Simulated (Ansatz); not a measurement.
Relaxation of CHBClGa (5 atoms, charge 0, multiplicity 1), to a largest force component of 0.015 eV/Å in at most 40 steps.

All numbers below come from RHF/def2-SVP (Ansatz).

```xyz
5
Properties=species:S:1:pos:R:3
B -0.485 -2.095 1.295
C 0.136 -1.074 0.752
Ga 0.211 0.561 -0.300
Cl 1.910 1.764 -0.356
H -1.059 0.993 -1.108
```

Problem. Where does it end, and by what steps?

Solution. The forces met the threshold. After 8 steps the energy has fallen by 0.480 eV; B1 moved furthest, 0.36 Å.

| step | energy less start (eV) | largest force component (eV/Å) | accepted |
| --- | --- | --- | --- |
| 0 | 0.0000 | 3.622 | yes |
| 1 | -0.2937 | 2.232 | yes |
| 2 | -0.4114 | 0.478 | yes |
| 3 | -0.4330 | 0.895 | yes |
| 4 | -0.4691 | 0.541 | yes |
| 5 | -0.4777 | 0.074 | yes |
| 6 | -0.4793 | 0.091 | yes |
| 7 | -0.4801 | 0.021 | yes |
| 8 | -0.4801 | 0.003 | yes |

```xyz
5
Properties=species:S:1:pos:R:3
B -0.224 -2.271 1.469
C -0.018 -0.982 0.679
Ga 0.067 0.626 -0.380
Cl 1.985 1.597 -0.251
H -1.098 1.179 -1.235
```

Whether the end is a true minimum wasn't checked by a vibrational analysis.

Run time: 11 s on 1 thread of AMD EPYC 9R45 96-Core Processor (Zen 5) (shared host), peak memory 0.19 GiB.
